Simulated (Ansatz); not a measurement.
Species: C3H5N, SMILES `C1NCC=1` (charge 0, multiplicity 1), formula C₃H₅N.

**Question.** How many basis functions does frozen-core CCSD(T)/cc-pVTZ // PBE0-D4/def2-TZVP in Ansatz (a quantum-chemistry and plane-wave program) use, how many core orbitals are frozen, and how many electrons are correlated?

**Answer.** 190 basis functions and 4 frozen orbitals, which leaves 22 correlated electrons. Core time is of the order of seconds.
